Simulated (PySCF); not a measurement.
SnF⁺: frontier orbitals

PBE0 at R = 1.892 Å; Sn cc-pVTZ-PP with ECP28, F cc-pVTZ; scalar-relativistic core potentials (PySCF 2.14). State: ¹Σ⁺ (singlet), closed shell. Only the outer orbitals are listed, counted within each symmetry, core potentials removing the inner ones.

```csv
orbital,occ.,ε (eV),on Sn (%),main shells (%)
6σ,2,-20.38,57,"56 Sn s, 40 F p"
3π,2,-17.38,8,92 F p
3π,2,-17.38,8,92 F p
7σ,2,-16.39,58,"42 F p, 39 Sn s, 16 Sn p"
4π,0,-9.31,96,95 Sn p
4π,0,-9.31,96,95 Sn p
8σ,0,-6.52,94,"79 Sn p, 11 Sn d"
```

Task: Which are the highest filled and the lowest empty level, where do they sit, and how wide is the gap?

Result: Highest filled 7σ at -16.39 eV (in %: 42 F p, 39 Sn s, 16 Sn p); lowest empty 4π at -9.31 eV (in %: 95 Sn p); the gap at PBE0 is 7.08 eV.

- bond order (Mayer): 1.17
- ⟨S²⟩: 0.000
- charge on Sn (Mulliken, basis-dependent): 1.31
- charge on Sn (Löwdin, basis-dependent): 1.19
- dipole moment (positive dipole points towards F; it is taken about the centre of mass and depends on that origin): -3.38 D
- polarisability along the bond: 29.0 bohr³
- polarisability across the bond: 22.6 bohr³

Spin–orbit coupling is left out.
